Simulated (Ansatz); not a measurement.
Cost and result for the atomization energy of BF₂HS (`FB(F)S`) (5 atoms, 4 bonds).

```xyz
5

F     1.487   -0.051   -1.007
B     0.398    0.192   -0.306
F    -0.033    1.437   -0.234
S    -0.442   -1.174    0.512
H    -1.410   -0.405    1.035
```

Total charge 0; spin multiplicity 1. Geometry: relaxed with PBE0-D4/def2-TZVP. It is one conformer, not always the lowest. Program: Ansatz. Hardware: A = 2 threads of an AMD EPYC 7R13 on a shared host; B = 2 threads of an AMD EPYC 7R13 on a shared host and a share of an NVIDIA H100 80 GB. Times are those of one run each, without the atoms' runs, and a repeat can differ threefold. Electronic energies, without spin–orbit coupling; frozen cores. CCSD(T)/CBS extrapolates def2-TZVPP and def2-QZVPP, and its time is that of the two runs behind it. T1 = 0.013. B3LYP takes the VWN-RPA correlation (the form of Gaussian; ORCA's B3LYP/G). HSE06 is the plane-wave form, built on full-range PBE exchange.

CCSD(T)/CBS is a level of theory with its own doubt, some kJ/mol a heavy atom from the limit and from the frozen cores, so smaller differences don't rank the functionals.

| level | functions | wall time |
| --- | --- | --- |
| BLYP-D4/def2-TZVPP [A] | 149 | 0.91 s |
| PBE-D4/def2-TZVPP (with forces) [A] | 149 | 0.95 s |
| CCSD(T)/def2-SVP [A] | 65 | 1.1 s |
| PBE0-D4/def2-TZVPP [A] | 149 | 1.2 s |
| HSE06-D4/def2-TZVPP [A] | 149 | 1.5 s |
| B3LYP-D4/def2-TZVPP (with forces) [A] | 149 | 1.5 s |
| CAM-B3LYP-D4/def2-TZVPP [A] | 149 | 1.7 s |
| r2SCANh-D4/def2-TZVPP [A] | 149 | 2.2 s |
| B2PLYP/def2-TZVPP [A] | 149 | 2.6 s |
| CCSD(T)/def2-TZVPP [B] | 149 | 2.9 s |
| CCSD(T)/def2-QZVPP [B] | 271 | 3.7 s |
| ωB97M-V/def2-TZVPP (with forces) [A] | 149 | 4.7 s |
| CCSD(T)/CBS(def2) | – | 6.6 s |

(1) What atomization energy does each give, and how far from CCSD(T)/CBS? (Best estimate.)

Results:

(1) The calculation gave: 
| level | atomization (kcal/mol) | difference from CCSD(T)/CBS | per bond |
| --- | --- | --- | --- |
| BLYP-D4/def2-TZVPP [A] | 493.8 | 1.4 | 0.3 |
| PBE-D4/def2-TZVPP (with forces) [A] | 507.8 | 15.4 | 3.8 |
| CCSD(T)/def2-SVP [A] | 468.6 | -23.8 | -6.0 |
| PBE0-D4/def2-TZVPP [A] | 493.6 | 1.2 | 0.3 |
| HSE06-D4/def2-TZVPP [A] | 494.1 | 1.7 | 0.4 |
| B3LYP-D4/def2-TZVPP (with forces) [A] | 490.6 | -1.8 | -0.5 |
| CAM-B3LYP-D4/def2-TZVPP [A] | 495.3 | 2.9 | 0.7 |
| r2SCANh-D4/def2-TZVPP [A] | 493.6 | 1.2 | 0.3 |
| B2PLYP/def2-TZVPP [A] | 489.1 | -3.3 | -0.8 |
| CCSD(T)/def2-TZVPP [B] | 479.4 | -13.0 | -3.3 |
| CCSD(T)/def2-QZVPP [B] | 487.1 | -5.3 | -1.3 |
| ωB97M-V/def2-TZVPP (with forces) [A] | 496.7 | 4.3 | 1.1 |
| CCSD(T)/CBS(def2) | 492.4 | 0.0 | 0.0 |

From BLYP to BHLYP (50 % exact exchange), in def2-TZVPP and without D4, the atomization energy moves by −19.9 kcal/mol: exact exchange takes away binding that semilocal exchange gives to molecules. The D4 term adds +3.1 kcal/mol with B3LYP and +1.6 kcal/mol with PBE0; it sums over pairs of atoms, weighted by their polarisabilities, and B3LYP, whose exchange is more repulsive, gets the larger term. In def2-TZVPP, CCSD(T) changes the Hartree–Fock value by +109.9 kcal/mol (the triples alone add +8.8 kcal/mol) and MP2 by +131.1 kcal/mol; breaking electron pairs costs correlation energy, which Hartree–Fock lacks.
